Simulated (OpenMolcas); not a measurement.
**3d⁶ along the 24-electron sequence**

```
Program             : OpenMolcas
Method              : MS-CASPT2, IPEA 0.25 Eh, imaginary shift 0.1 Eh
Basis               : ANO-RCC-VTZP
Scalar Hamiltonian  : DKH2, point nucleus
Spin-orbit coupling : state interaction with AMFI integrals over the reference wave functions, term energies averaged over their components
```

Active space for each ion: 6 electrons in 5 orbitals (3d); closed shells correlated by CASPT2: 3s 3p.

Computed levels in cm-1 above ⁵D₄:

```csv
Level,Fe2+,Co3+,Ni4+,Cu5+
⁵D₃,437,657,857,1148
⁵D₂,745,1111,1442,1916
⁵D₁,943,1402,1815,2400
⁵D₀,1040,1544,1997,2640
³P₂(1),20000,23590,26700,29710
³H₆,20920,24680,28070,31350
³H₅,21140,24990,28460,31830
³P₁(1),21280,25520,29210,33060
³H₄,21300,25200,28690,32030
weight of ⁵D in the lowest level (%),100,100,100,100
```

Measured, with the error of the calculation in %. Measured levels: Fe2+ from Corliss and Sugar, J. Phys. Chem. Ref. Data 11, 135 (1982); Co3+ from Sugar and Corliss, J. Phys. Chem. Ref. Data 10, 1097 (1981); Ni4+ from Corliss and Sugar, J. Phys. Chem. Ref. Data 10, 197 (1981); Cu5+ from Sugar and Musgrove, J. Phys. Chem. Ref. Data 19, 527 (1990).

```
 Level          Fe2+          Co3+          Ni4+          Cu5+
   ⁵D₃    436 (+0.2)    639 (+2.8)    890 (-3.7)   1196 (-4.0)
   ⁵D₂    739 (+0.8)   1078 (+3.1)   1490 (-3.2)   1987 (-3.6)
   ⁵D₁    932 (+1.1)                 1872 (-3.0)   2490 (-3.5)
   ⁵D₀   1027 (+1.3)   1494 (+3.4)   2058 (-2.9)   2733 (-3.4)
³P₂(1)  19405 (+3.0)  22883 (+3.1)  26153 (+2.1)  29285 (+1.4)
   ³H₆  20051 (+4.3)  23680 (+4.2)  27111 (+3.6)  30418 (+3.1)
   ³H₅  20301 (+4.1)  24032 (+4.0)  27578 (+3.2)  31009 (+2.7)
³P₁(1)  20688 (+2.9)  24729 (+3.2)  28698 (+1.8)  32685 (+1.2)
   ³H₄  20482 (+4.0)  24272 (+3.8)  27859 (+3.0)  31288 (+2.4)
```

The fine-structure level ⁵D₀ changes by a factor of 2.54 from Fe2+ to Cu5+. Its fourth root runs 5.68, 6.27, 6.68, 7.17, with steps per unit of Z of 0.59, 0.42, 0.48; equal steps would mean a (Z - σ)^4 law with constant σ.

³P₂(1) changes by a factor of 1.49 over the same range, with steps per unit of Z of +3590, +3110, +3010 cm-1.

CASPT2 does not keep the components of a term degenerate, so their means are used; among the terms shown or strongly mixed into the levels shown the widest spread is 250 cm-1 (3d⁶ ³H, Cu5+). Terms from blocks run as CI alone lack orbitals of their own. Computed and measured levels are paired by configuration, term and J; levels that our copy of the source lacks, or whose pairing is in doubt (as where it misses far off the trend of its configuration), stay unpaired and out of the deviations. Levels of configurations outside the active space are missing.

A number in round brackets counts repeated terms of one configuration in the order of the reference energies.
